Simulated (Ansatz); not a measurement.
Ansatz (a quantum-chemistry and plane-wave program) input (PBE0/def2-TZVP):

Ansatz 0.2 input:
```yaml
crystal:
  periodic: [false, false, false]
  atoms:
    - {symbol: Zr, position_ang: [0.00000473, -0.00000536, -0.00000295]}
    - {symbol: C, position_ang: [1.54820032, 0.98894423, -1.26495466]}
    - {symbol: H, position_ang: [1.51124036, 0.62112257, -2.29693353]}
    - {symbol: H, position_ang: [2.55622138, 0.79776623, -0.87892751]}
    - {symbol: H, position_ang: [1.40248975, 2.07505852, -1.29284270]}
    - {symbol: C, position_ang: [0.99395044, -1.10915910, 1.66038364]}
    - {symbol: H, position_ang: [0.67967868, -0.72466028, 2.63764895]}
    - {symbol: H, position_ang: [2.08470955, -1.01755741, 1.60128301]}
    - {symbol: H, position_ang: [0.74688403, -2.17664479, 1.62714289]}
    - {symbol: C, position_ang: [-1.17831071, -1.42613688, -1.24609899]}
    - {symbol: H, position_ang: [-2.24354291, -1.16742831, -1.24415190]}
    - {symbol: H, position_ang: [-1.08379086, -2.45190615, -0.87126223]}
    - {symbol: H, position_ang: [-0.83553984, -1.41890138, -2.28731377]}
    - {symbol: C, position_ang: [-1.36384755, 1.54636025, 0.85067469]}
    - {symbol: H, position_ang: [-1.07578141, 2.55210912, 0.52333182]}
    - {symbol: H, position_ang: [-1.34262520, 1.53379873, 1.94660264]}
    - {symbol: H, position_ang: [-2.40008763, 1.37740655, 0.53551222]}
basis:
  gaussian:
    orbitals: def2-TZVP
hamiltonian:
  xc: {name: PBE0}
relax: {f_tol: 0.003, max_steps: 100}
```

Output:

```
Functional definition: PBE0
integrals: 0.18 GiB planned
1647 factors; their error is unknown
0.30 GiB of the device are held for the grids
1.32 GiB of device memory are held for the factors and their scratch space
mean field: 1.30 GiB planned
mean field evaluation 1: about -5596.0014 eV, gradient 1.0e2 eV
mean field evaluation 2: about -5568.6915 eV, gradient 1.4e2 eV
mean field evaluation 4: about -5619.7546 eV, gradient 7.3e0 eV
mean field evaluation 8: about -5619.9000 eV, gradient 1.2e-2 eV
mean field evaluation 16: about -5619.9048 eV, gradient 3.5e-5 eV
mean field -5619.90475454 eV, -206.5276904209 hartree, gradient 3.5e-5 eV, S^2 0.000000; 0 other end points of the search recorded, 0 dependent functions left out
the calculation of the forces begins
reference -5619.90480297 eV, -206.5276922007 hartree; 24, 24 occupied and 212, 212 virtual orbitals, 1647 factors
relax step   1: F+E_penalty+E_count = -5619.90475454 eV  Δ(F+E_penalty+E_count) = +0.000e0 eV  max|allowed force component| = 1.434e-1 eV/Å  Δτ_max = 0.0000 Å  (28 SCF iters, accepted)
these checks for a lower state are left out or cut short: starts, cluster_reference, orbital_swaps, neighbouring_geometries, increment
integrals: 0.18 GiB planned
1647 factors; their error is unknown
0.30 GiB of the device are held for the grids
1.32 GiB of device memory are held for the factors and their scratch space
mean field: 1.31 GiB planned
mean field -5619.90687713 eV, -206.5277684250 hartree, gradient 1.3e-5 eV, S^2 0.000000; 0 other end points of the search recorded, 0 dependent functions left out
the calculation of the forces begins
reference -5619.90692558 eV, -206.5277702053 hartree; 24, 24 occupied and 212, 212 virtual orbitals, 1647 factors
relax step   2: F+E_penalty+E_count = -5619.90687713 eV  Δ(F+E_penalty+E_count) = -2.123e-3 eV  max|allowed force component| = 4.313e-2 eV/Å  Δτ_max = 0.0182 Å  (31 SCF iters, accepted)
these checks for a lower state are left out or cut short: starts, cluster_reference, orbital_swaps, neighbouring_geometries, increment
integrals: 0.18 GiB planned
1647 factors; their error is unknown
0.30 GiB of the device are held for the grids
1.32 GiB of device memory are held for the factors and their scratch space
mean field: 1.31 GiB planned
mean field -5619.90834545 eV, -206.5278223846 hartree, gradient 1.0e-5 eV, S^2 0.000000; 0 other end points of the search recorded, 0 dependent functions left out
the calculation of the forces begins
reference -5619.90839392 eV, -206.5278241658 hartree; 24, 24 occupied and 212, 212 virtual orbitals, 1647 factors
relax step   3: F+E_penalty+E_count = -5619.90834545 eV  Δ(F+E_penalty+E_count) = -1.468e-3 eV  max|allowed force component| = 6.627e-3 eV/Å  Δτ_max = 0.0079 Å  (31 SCF iters, accepted)
these checks for a lower state are left out or cut short: starts, cluster_reference, orbital_swaps, neighbouring_geometries, increment
integrals: 0.18 GiB planned
1647 factors; their error is unknown
0.30 GiB of the device are held for the grids
1.32 GiB of device memory are held for the factors and their scratch space
mean field: 1.31 GiB planned
mean field evaluation 32: about -5619.9240 eV, gradient 4.0e-1 eV
mean field -5619.90835877 eV, -206.5278228743 hartree, gradient 1.7e-5 eV, S^2 0.000000; 0 other end points of the search recorded, 0 dependent functions left out
the calculation of the forces begins
reference -5619.90840725 eV, -206.5278246558 hartree; 24, 24 occupied and 212, 212 virtual orbitals, 1647 factors
relax step   4: F+E_penalty+E_count = -5619.90835877 eV  Δ(F+E_penalty+E_count) = -1.332e-5 eV  max|allowed force component| = 1.996e-3 eV/Å  Δτ_max = 0.0012 Å  (22 SCF iters, accepted)
integrals: 0.18 GiB planned
1647 factors; their error is unknown
0.30 GiB of the device are held for the grids
1.32 GiB of device memory are held for the factors and their scratch space
mean field: 1.31 GiB planned
mean field -5619.90835877 eV, -206.5278228743 hartree, gradient 1.9e-5 eV, S^2 0.000000; 1 other end points of the search recorded, 0 dependent functions left out
the calculation of the forces begins
reference -5619.90840725 eV, -206.5278246558 hartree; 24, 24 occupied and 212, 212 virtual orbitals, 1647 factors
Total energy: -5619.90840725 eV, -206.5278246558 hartree
Atom 0 at    -0.000017     0.000020     0.000011 Å, force     0.000009    -0.000010    -0.000006 eV/Å
Atom 1 at     1.540168     0.983926    -1.258886 Å, force    -0.001867    -0.001186     0.001525 eV/Å
Atom 2 at     1.503581     0.619165    -2.293044 Å, force     0.000176    -0.000104    -0.001241 eV/Å
Atom 3 at     2.550487     0.792225    -0.876260 Å, force     0.001219    -0.000067     0.000049 eV/Å
Atom 4 at     1.398056     2.071544    -1.286701 Å, force     0.000199     0.001206    -0.000197 eV/Å
Atom 5 at     0.989229    -1.103314     1.652012 Å, force    -0.001200     0.001339    -0.001996 eV/Å
Atom 6 at     0.674647    -0.721970     2.631552 Å, force    -0.000169     0.000100     0.001222 eV/Å
Atom 7 at     2.081146    -1.011107     1.596455 Å, force     0.001221    -0.000028     0.000298 eV/Å
Atom 8 at     0.745694    -2.172684     1.619823 Å, force     0.000048    -0.001199     0.000230 eV/Å
Atom 9 at    -1.172430    -1.419171    -1.239509 Å, force     0.001415     0.001720     0.001502 eV/Å
Atom 10 at    -2.238878    -1.161162    -1.241203 Å, force    -0.001202     0.000023    -0.000294 eV/Å
Atom 11 at    -1.081391    -2.446396    -0.864820 Å, force    -0.000200    -0.001226     0.000196 eV/Å
Atom 12 at    -0.829867    -1.415903    -2.281880 Å, force     0.000151    -0.000342    -0.001163 eV/Å
Atom 13 at    -1.357007     1.538605     0.846408 Å, force     0.001629    -0.001847    -0.001016 eV/Å
Atom 14 at    -1.069526     2.546590     0.522056 Å, force     0.000064     0.001226    -0.000085 eV/Å
Atom 15 at    -1.339345     1.526705     1.943418 Å, force    -0.000290     0.000221     0.001176 eV/Å
Atom 16 at    -2.394694     1.373093     0.530662 Å, force    -0.001202     0.000173    -0.000200 eV/Å
Dipole moment:    -0.000004     0.000004     0.000002 e Å
```
